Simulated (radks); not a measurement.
Values are calculated unless marked as measured or tabulated.
How relativity changes the ionisation of the aluminium ion Al+ ([Ne] 3s2) to Al2+ ([Ne] 3s1). Spin-unpolarised spherical Kohn-Sham, LDA (Slater exchange, Perdew-Wang correlation), point nucleus unless stated (finite: rms radius 3.061 fm), a radial shooting solver on a logarithmic mesh with Libxc functionals. A level marked "c x" has the speed of light scaled by that factor.

level	E(Al+) (hartree)	E(Al2+) (hartree)	IE (eV)	HOMO	<r> HOMO (bohr)
non-rel.	-241.09620	-240.38562	19.336	3s	2.372
scalar-rel.	-241.55139	-240.83954	19.370	3s	2.368
scalar-rel., finite nucleus	-241.55126	-240.83941	19.370	3s	2.368
Dirac	-241.55161	-240.83976	19.370	3s1/2	2.368
Dirac, finite nucleus	-241.55148	-240.83963	19.370	3s1/2	2.368
Dirac, c x 2	-241.20967	-240.49878	19.344	3s1/2	2.371
Dirac, c x 3	-241.14660	-240.43588	19.340	3s1/2	2.371
Dirac, c x 100	-241.09624	-240.38566	19.336	3s1/2	2.372

NIST Atomic Spectra Database: 18.829 eV (measured). The relativistic part of the total energy of Al+ is -0.4553 hartree (Dirac, finite nucleus), 0.19 % of the non-relativistic value. Spin polarisation and multiplet splitting of open shells are left out at every level.

Beside tabulated values, note that spin-unpolarised runs miss the spin-polarisation part of the exchange energy of open shells.
